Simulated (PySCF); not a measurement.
Correlation energy of Xe (xenon, neutral)

[Kr] 4d10 5s1 5p6 5d1, high-spin 3D determinant (an excited configuration). Calculation: PySCF 2.14, in aug-cc-pwCVDZ-PP with ECP28MDF (6s5p4d1f, 48 functions); a scalar-relativistic core potential. Frozen: 4s2 4p6 4d10; 8 electrons correlated.

MP2 pair energies summed by pair of shells (mhartree):

```json
{"pair": "5p-5p", "energy": "-135.28", "share (%)": "87.8"}
{"pair": "5s-5p", "energy": "-11.37", "share (%)": "7.4"}
{"pair": "5p-5d", "energy": "-6.80", "share (%)": "4.4"}
{"pair": "5s-5d", "energy": "-0.55", "share (%)": "0.4"}
```

Total MP2 correlation energy: -154.00 mhartree.

Same-spin part -28.69 and opposite-spin part -125.31 mhartree; SCS-MP2 scales them by 1/3 and 6/5 to -159.93 mhartree.
